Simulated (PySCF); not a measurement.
# Ionisation energy of Cu by level of theory

Cu [Ar] 3d10 4s1 (2S) → Cu⁺ [Ar] 3d10 (1S), as a difference of total energies. Computed with PySCF 2.14 in 6-31G* (5s4p2d1f, 34 functions), with the non-relativistic Hamiltonian (point nucleus). Correlated levels: valence: [Ar] frozen. The calculations carry no spin-orbit coupling.

```csv
method,ionisation energy (eV)
UHF,5.806
TPSS,6.544
MP2 (valence),6.166
SCS-MP2 (valence),6.116
CCSD (valence),6.196
```

Task: Estimate what CCSD(T) (valence) gives.

Result: 6.238 eV, closest to CCSD (valence) among the rows shown.

Task: Estimate what PBE0 gives.

Result: 6.628 eV, closest to TPSS among the rows shown.

These non-relativistic numbers lack the scalar-relativistic shift.

Errors of the correlated levels include the incompleteness of this basis and the frozen core.

For comparison: 7.726 eV (measured; NIST Atomic Spectra Database, ionization energies).
